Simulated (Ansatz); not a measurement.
Start from `C[CH]([AlH2])[SiH2]F` and change one atom or group to get `C[CH]([AlH2])CN`.

Ansatz, PBE0-D4/def2-TZVP geometries, multiplicity 1. Each molecule was computed in one conformer, which needn't be the lowest.

| property | `C[CH]([AlH2])[SiH2]F` |
| --- | --- |
| LUMO energy (PBE0/def2-TZVPP) / eV | -0.92 |
| HOMO energy (PBE0/def2-TZVPP) / eV | -7.26 |
| HOMO–LUMO gap (PBE0/def2-TZVPP) / eV | 6.34 |
| LUMO energy (ωB97M-V/def2-TZVPP) / eV | 0.72 |
| HOMO energy (PBE/def2-TZVPP) / eV | -6.11 |
| LUMO energy (PBE/def2-TZVPP) / eV | -1.75 |

Task: What does the change do to each property? (Estimate.)

Result: Ansatz gave: 
```csv
property,`C[CH]([AlH2])CN`,shift
LUMO energy (PBE0/def2-TZVPP) / eV,-1.37,-0.45
HOMO energy (PBE0/def2-TZVPP) / eV,-6.82,0.44
HOMO–LUMO gap (PBE0/def2-TZVPP) / eV,5.45,-0.89
LUMO energy (ωB97M-V/def2-TZVPP) / eV,0.18,-0.54
HOMO energy (PBE/def2-TZVPP) / eV,-5.37,0.74
LUMO energy (PBE/def2-TZVPP) / eV,-2.14,-0.39
```

With PBE0 the HOMO rises by 0.44 eV and the LUMO falls by 0.45 eV, so the gap narrows by about 0.89 eV. PBE moves the HOMO by 0.74 eV and ωB97M-V by 0.20 eV.
